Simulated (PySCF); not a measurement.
## Correlation energy of Bi²⁺ (bismuth, charge +2)

[Xe] 4f14 5d10 6s2 6p1, 2P determinant. Computed with PySCF 2.14 in x2c-TZVPPall with one added diffuse shell each of s, p, d, f type (12s8p7d4f, 99 functions), with scalar relativity by spin-free X2C-1e. Frozen: [Xe] 4f14 5d10; 3 electrons correlated.

MP2 pair energies summed by pair of shells (mhartree):

| pair | energy | share (%) |
| --- | --- | --- |
| 6s-6s | -15.69 | 56.3 |
| 6s-6p | -12.16 | 43.7 |

Total MP2 correlation energy: -27.85 mhartree.

Same-spin part -2.07 and opposite-spin part -25.78 mhartree; SCS-MP2 scales them by 1/3 and 6/5 to -31.63 mhartree.
